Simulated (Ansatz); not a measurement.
Sb5As⁺. Total charge 1; doublet. Geometry PBE-D4/def2-SVP.

Cartesian coordinates in Å:
```
As -1.4220 -1.2668 2.3002
Sb -0.6866 -1.0556 -0.3999
Sb 2.1501 -0.6439 -0.3374
Sb 0.5685 1.7331 -0.4936
Sb -1.5047 1.1263 1.7826
Sb 0.8948 0.1069 -2.8519
```

In the def2 sets Sb takes a core potential, while STO-3G treats all electrons; there is no spin–orbit coupling. At HF/STO-3G the charge 1 doublet is spin-contaminated (final ⟨S²⟩ up to 1.79, 0.75 for a pure state). The structure comes from a short search, and lower isomers may exist.

Task: Estimate the α-spin orbital energies around the gap (eV) in Ansatz with HF/STO-3G, PBE-D4/def2-SVP, revPBE-D4/def2-TZVP, r2SCAN-D4/def2-TZVP, PBE0-D4/def2-SVP.

Result: 
```
orbital  HF/STO-3G  PBE-D4/def2-SVP  revPBE-D4/def2-TZVP  r2SCAN-D4/def2-TZVP  PBE0-D4/def2-SVP
 HOMO−9     -15.87           -15.90               -15.72               -16.18            -17.24
 HOMO−8     -13.76           -11.89               -11.71               -12.13            -13.00
 HOMO−7     -12.92           -11.37               -11.20               -11.59            -12.40
 HOMO−6     -12.53           -11.24               -11.08               -11.45            -12.16
 HOMO−5     -11.01           -10.65               -10.50               -10.84            -11.54
 HOMO−4     -10.97           -10.41               -10.27               -10.61            -11.34
 HOMO−3     -10.71           -10.03                -9.89               -10.20            -10.87
 HOMO−2     -10.52            -9.90                -9.77               -10.10            -10.77
 HOMO−1      -9.94            -9.57                -9.44                -9.76            -10.42
   HOMO      -9.36            -8.78                -8.67                -9.07             -9.68
   LUMO      -2.11            -7.94                -7.81                -7.94             -7.42
 LUMO+1      -0.85            -7.36                -7.21                -7.26             -6.79
 LUMO+2      -0.57            -6.77                -6.64                -6.68             -6.16
 LUMO+3       0.25            -6.19                -6.09                -6.12             -5.60
 LUMO+4       0.70            -6.13                -6.02                -6.01             -5.50
 LUMO+5       1.25            -5.77                -5.68                -5.63             -5.12
 β HOMO      -9.91            -9.50                -9.37                -9.68            -10.28
 β LUMO      -1.69            -8.04                -7.86                -7.85             -7.37
```
